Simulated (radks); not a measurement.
Excited configurations of neutral beryllium: one electron is placed in a higher orbital outside [He] 2s1. The ground configuration is [He] 2s2. Method: non-relativistic Kohn-Sham, r2SCAN, spin-unpolarised, spherical densities, point nucleus; meta-GGA in the generalised Kohn-Sham scheme; computed with a radial shooting solver on a logarithmic mesh with Libxc functionals. Excitation = E - E(ground); binding = E(ion) - E, where the ion is the core of charge +1; n* = 1/sqrt(2 binding) in atomic units, and the quantum defect is n - n*.

outer orbital  excitation (eV)  binding (eV)     n*  quantum defect  eigenvalue (eV)  <r> (bohr)
3p                       7.618         1.988  2.616           0.384           -1.096       9.367
4p                       8.531         1.075  3.558           0.442           -0.667       18.48
4d                       8.720         0.886  3.919           0.081           -0.491       20.35
4f                       8.769         0.836  4.033          -0.033           -0.386       18.69

The Delta-SCF ionisation energy is 9.606 eV (NIST Atomic Spectra Database: 9.323 eV, measured). Self-interaction in the functional shifts the binding energies and quantum defects, so they are the method's values and not measured ones. Spin polarisation and multiplet splitting are left out, so open shells lie too high by an amount that depends on their filling.

Beside tabulated values, note that spin-unpolarised runs miss the spin-polarisation part of the exchange energy of open shells.
